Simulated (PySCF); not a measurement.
Energy profile

The step: GeH₂O ([OH][GeH]) + H₂ → GeH₄O ([OH2][GeH2]); bonds formed: Ge1–H5, O2–H3; bonds broken: H3–H5; bonds weakened to dative contacts: Ge1–O2 (atoms numbered as in the saddle structure below).

Ge1  (0.277, 0.587, -0.963)
O2  (-0.710, -0.787, 0.110)
H3  (0.376, -0.243, 0.683)
H4  (-0.571, 1.730, -0.260)
H5  (1.123, 0.379, 0.647)
H6  (-0.495, -1.666, -0.216)
(Å)

Electronic energies by CCSD(T) at an estimated basis limit (MP2 extrapolated from triple and quadruple zeta, plus CCSD(T) − MP2 in triple zeta), on PBE0-D4/def2-TZVP structures; GeH4O, singlet; no counterpoise correction. PySCF 2.14 with density fitting (its default auxiliary sets; JK sets also for MP2 and CCSD(T)); basis: def2-TZVPP and def2-QZVPP; cores frozen in the correlated methods. Filled d shells of the heavier atoms are correlated. The def2 sets are not built for correlating such inner shells, so the correlated values are less sure here. Extrapolation: Hartree–Fock as exp(−7.88 √X), correlation as X^−2.97.

Question: Give the profile in eV, counted from the separated reactants. (An estimate is asked for; the value comes from the calculation.)

Answer: By the calculation:
```tsv
point	eV
separated: GeH2O (linked as [OH][GeH]; Ge1, O2, H4, H6; singlet) + H2 (H3, H5; singlet)	0.000
start structure	-0.047
saddle	1.109
end structure	0.087
```

T1 diagnostic: at most 0.016.

For scale, one of the runs: CCSD(T)/def2-TZVPP, 135 basis functions, launched by `OMP_NUM_THREADS=4 python run.py`. Time: 79 s of wall clock on 4 CPU threads of an Arm Neoverse V2; the host was shared. Peak host memory: 0.86 GiB.
